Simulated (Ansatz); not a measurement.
Reactions of CH$_{8}$OSi$_{2}$, SMILES `CO[SiH2][SiH3]`.

Program: Ansatz. Geometries: PBE0-D4/def2-TZVP. ΔE: electronic, gas phase. CBS: MP2 limit from def2 TZ/QZ plus the TZ coupled-cluster correction, frozen cores. This one scheme is used for every species. Functionals use def2-TZVPP. For Ge outer-core shells are correlated without core-valence functions, which leaves a few kJ/mol of doubt a bond. Scalar relativity is left out up to krypton. One conformer a species, not always the lowest.

| reaction | ωB97X-V (kJ/mol) | B2PLYP (kJ/mol) | CCSD(T)/CBS(def2) (kJ/mol) |
| --- | --- | --- | --- |
| `CO[SiH2][SiH3]` + `[OH][GeH3]` → `CO[SiH2][O][GeH3]` + SiH₄ | -129 | -135 | -133 |
| `CO[SiH2][SiH3]` + `OCO[SiH3]` → `C[SiH2]OCO` + `O[SiH2][SiH3]` | -103 | -104 | -110 |
| `CO[SiH2][SiH3]` + `C[SiH2]N` → `C[SiH2]N[SiH3]` + `CO[SiH3]` | -57 | -61 | -60 |
| `CO[SiH2][SiH3]` + `CC#CS` → `CC#CS[SiH3]` + `CO[SiH3]` | -59 | -64 | -63 |
| `CO[SiH2][SiH3]` + `OCS` → `OCS[SiH3]` + `CO[SiH3]` | -61 | -65 | -65 |
| `CO[SiH2][SiH3]` + `CO[SiH](N)O` → `CO[SiH](N)O[SiH3]` + `CO[SiH3]` | -107 | -113 | -110 |
| `CO[SiH2][SiH3]` + `N[SiH2]F` → `F[SiH2]N[SiH2][SiH3]` + CH₃OH | 37 | 40 | 34 |
| `CO[SiH2][SiH3]` + H₂O → `O[SiH2][SiH3]` + CH₃OH | 5 | 4 | 8 |
| `CO[SiH2][SiH3]` + HCl → `CO[SiH2]Cl` + SiH₄ | -117 | -121 | -118 |
| `CO[SiH2][SiH3]` + `OBCl` → `[SiH3][SiH2]OBCl` + CH₃OH | 8 | 9 | 6 |

Largest T1 diagnostic: 0.013, for `[SiH3][SiH2]OBCl`.
